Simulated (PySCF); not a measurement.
# How the method changes the shape and vibrations of AlH3NOSi cation

All numbers below are calculated, not measured. The program is PySCF 2.14.0, an open-source quantum chemistry code, run on an isolated molecule that a program drew, which may never have been made. The molecule is AlH3NOSi cation (charge +1, singlet), drawn as the SMILES string `[O]=[Al][NH][SiH2+]`.

The geometry was optimised and harmonic frequencies were computed with HF and MP2, all in the cc-pV(D+d)Z basis, for the commonest isotopes, with a restricted reference for singlets and an unrestricted one otherwise, and a frozen core in MP2. Each result is a local minimum of its method.

Geometry at the HF minimum:
```xyz
7
AlH3NOSi cation, angstrom
O     0.5636    1.2683    2.7230
Al    0.4020    0.3044    1.5016
N     0.1341   -0.6481   -0.0512
Si   -0.4287   -0.2200   -1.5365
H     0.3825   -1.6298    0.0241
H    -0.5264   -1.2270   -2.5858
H    -0.8120    1.1712   -1.7434
```

Lengths of the bonds as drawn, in Å (atoms numbered as above):
| bond | HF | MP2 |
|---|---|---|
| O1-Al2 | 1.564 | 1.628 |
| Al2-N3 | 1.841 | 1.885 |
| N3-Si4 | 1.645 | 1.659 |
| N3-H5 | 1.015 | 1.031 |
| Si4-H6 | 1.458 | 1.465 |
| Si4-H7 | 1.458 | 1.464 |

Rotational constants, in GHz:
```
constant,HF,MP2
A,30.18,28.18
B,1.815,1.757
C,1.712,1.654
```

Harmonic frequencies in cm^-1, each column in rising order, so a row needn't be the same motion in every method:
```
rank,HF,MP2
1,83,69
2,148,116
3,267,223
4,294,265
5,532,484
6,716,683
7,760,708
8,779,731
9,1010,957
10,1065,1014
11,1221,1082
12,1285,?
13,2436,2371
14,2484,2425
15,3668,3493
```

**Estimate the missing MP2 frequency from the HF column.**

A single factor s that minimises the squared misfit of MP2 against s times HF over the other rows is sum(HF x MP2) / sum(HF^2) = 0.9561, with an rms misfit of 33 cm^-1. For rank 12 it gives 0.9561 x 1285 = 1229 cm^-1. The calculation gives 1169 cm^-1, 60 cm^-1 below the estimate. The drawn bonds are on average 1.6 % longer in MP2 than in HF.
